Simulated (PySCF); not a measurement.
BrH5N2Sn, SMILES [SnH]([Br])([NH2])[NH2].

Coordinates come from a B3LYP-D3(BJ)/def2-SVP optimisation. The def2 effective core potentials stand for the cores of Sn; spin–orbit coupling is left out. One conformer was computed; it need not be the lowest.

These are TDDFT-PBE/def2-SVPD run with PySCF values and carry that method's errors.

Vertical excitations. Gas-phase values at a fixed geometry.

Give excitation energies, oscillator strengths and character. (Estimate from the structure and the level; the computed values follow.)


```csv
state,energy (eV),λ (nm),f,main pairs
S1,4.51,275,0.043,HOMO→LUMO 87 %
S2,4.71,263,0.086,HOMO−1→LUMO 81 %
S3,4.98,249,0.040,HOMO−2→LUMO 93 %
S4,5.08,244,0.004,HOMO−3→LUMO 98 %
S5,5.54,224,0.010,HOMO→LUMO+1 86 %
S6,5.71,217,0.014,"HOMO−1→LUMO+1 81 %, HOMO→LUMO+2 12 %"
S7,5.82,213,0.056,"HOMO→LUMO+2 75 %, HOMO−1→LUMO+2 12 %"
S8,5.98,207,0.018,HOMO−1→LUMO+2 80 %
S9,6.12,203,0.006,HOMO−2→LUMO+1 93 %
S10,6.24,199,0.009,HOMO→LUMO+3 95 %
T1,3.94,315,0,HOMO→LUMO 98 %
T2,4.08,304,0,HOMO−1→LUMO 98 %
T3,4.58,271,0,HOMO−2→LUMO 99 %
T4,4.77,260,0,HOMO−3→LUMO 99 %
```
Triplets are in the Tamm–Dancoff approximation, which puts them higher than full response would, so one can lie above its singlet here.
